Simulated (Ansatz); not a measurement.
The cluster LaCu₄, relaxed as a doublet with UKS r2SCAN-D4/def2-SVP in Ansatz, starting from the GFN1-xTB geometry. Force threshold 0.02 eV/Å.

In the def2 sets La takes a core potential; there is no spin–orbit coupling. The structure comes from a short search, and lower isomers may exist.

Start:

```xyz
5

La   -0.103   -0.177    1.281
Cu   -0.407    1.744   -0.118
Cu   -1.683   -0.366   -0.507
Cu    1.731    0.454   -0.133
Cu    0.462   -1.655   -0.523
```

(1) Estimate the energy that the relaxation releases and the steps that it takes.

(2) Does the start keep its bonding and symmetry?

(3) Predict the relaxed structure.

Answers

(1) 2.39 eV, in 9 steps; 2.5 min on 4 threads of Arm Neoverse V1 on a shared host. No frequencies were taken in this run, so the end may be a saddle point.

(2) Bonds formed: Cu2–Cu5 (atoms count from 1). Point group C4v at the start, C2v at the end, both within 0.05 Å.

(3) 
Cartesian coordinates in Å:
```
La -0.138 -0.245 1.769
Cu -0.252 1.297 -0.547
Cu -1.851 -0.423 -0.403
Cu 1.882 0.477 0.013
Cu 0.359 -1.107 -0.832
```
Bond lengths (bridged metal pairs left out): 5 × Cu–Cu 2.35 to 2.50 Å; 4 × Cu–La 2.77 to 2.78 Å.
